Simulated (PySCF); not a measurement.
BrHSSi, SMILES S[Si]Br (connectivity only; charge and spin as stated), neutral, multiplicity 1.

Coordinates come from a B3LYP-D3(BJ)/def2-TZVP optimisation. One conformer was computed; it need not be the lowest.

The numbers are results of B3LYP/def2-TZVPD (PySCF), not measurements.

Symmetry labels are those of the subgroup Cs that the program uses (full group Cs).

List the valence orbital energies around the gap with their symmetry. (The exact figures need the calculation; the answer reports its results.)


```json
[
 {"orbital": "HOMO−7", "symmetry": "A'", "energy (eV)": "-20.41"},
 {"orbital": "HOMO−6", "symmetry": "A'", "energy (eV)": "-13.55"},
 {"orbital": "HOMO−5", "symmetry": "A'", "energy (eV)": "-11.42"},
 {"orbital": "HOMO−4", "symmetry": "A'", "energy (eV)": "-9.89"},
 {"orbital": "HOMO−3", "symmetry": "A\"", "energy (eV)": "-8.97"},
 {"orbital": "HOMO−2", "symmetry": "A'", "energy (eV)": "-8.55"},
 {"orbital": "HOMO−1", "symmetry": "A\"", "energy (eV)": "-7.98"},
 {"orbital": "HOMO", "symmetry": "A'", "energy (eV)": "-7.09"},
 {"orbital": "LUMO", "symmetry": "A\"", "energy (eV)": "-2.85"},
 {"orbital": "LUMO+1", "symmetry": "A'", "energy (eV)": "-0.84"},
 {"orbital": "LUMO+2", "symmetry": "A'", "energy (eV)": "-0.43"},
 {"orbital": "LUMO+3", "symmetry": "A'", "energy (eV)": "-0.29"}
]
```
